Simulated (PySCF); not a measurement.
A structure optimised at B3LYP-D3(BJ)/def2-SVP, used in a PySCF frequency run:

```xyz
12

C      2.8848    -1.4609    -0.4023
C      1.6536    -1.0055    -0.4037
C      0.4337    -0.5475    -0.3983
C     -0.8094    -0.8731    -1.2139
C     -1.8044     0.1244    -0.5746
Se    -0.4236     0.8219     0.6893
H      3.6659    -1.0116    -1.0287
H      3.1840    -2.3108     0.2243
H     -0.6567    -0.6950    -2.2905
H     -1.1198    -1.9232    -1.0917
H     -2.1723     0.9075    -1.2496
H     -2.6475    -0.3373    -0.0452
```

### Question
Write its SMILES and formula.

### Answer
C=C=C1CC[Se]1, C5H6Se

### Question
What are its rotational constants (standard atomic weights)?

### Answer
4.4448, 1.6206, 1.2160 GHz
